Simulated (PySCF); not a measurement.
# Nd⁵²⁺: ionisation energy

Nd⁵²⁺ [He] 2s2 2p4 (3P) → Nd⁵³⁺ [He] 2s2 2p3 (4S), as a difference of total energies. Calculation: PySCF 2.14, in an uncontracted even-tempered set (17 s from 27 bohr⁻², ratio 2.2; 10 p from 34 bohr⁻², ratio 2.2; 6 d from 140 bohr⁻², ratio 2.4; 5 f from 210 bohr⁻², ratio 2.4; 4 g from 320 bohr⁻², ratio 2.4); no relativity, point nucleus. Correlated levels: nothing frozen; virtual orbitals above 40 to 60 times the deepest correlated orbital energy dropped. The calculations carry no spin-orbit coupling.

```json
{"method": "UHF", "ionisation energy (eV)": "10183.5"}
{"method": "LDA", "ionisation energy (eV)": "10177.9"}
{"method": "PBE", "ionisation energy (eV)": "10186.1"}
{"method": "PBE0", "ionisation energy (eV)": "10185.9"}
{"method": "r2SCAN", "ionisation energy (eV)": "10187.8"}
{"method": "TPSS", "ionisation energy (eV)": "10188.3"}
{"method": "revPBE", "ionisation energy (eV)": "10185.8"}
{"method": "MP2 (all electrons)", "ionisation energy (eV)": "10185.1"}
{"method": "SCS-MP2 (all electrons)", "ionisation energy (eV)": "10185.2"}
```

Spin-orbit coupling is strong in these open shells (close to jj coupling). The scalar numbers leave it out and a first-order estimate fails, so it can dominate the gap to the real levels.

The gap to the reference is mostly relativistic.

For comparison: 10288 ± 4 eV (theoretical estimate listed by NIST; NIST Atomic Spectra Database, ionization energies).
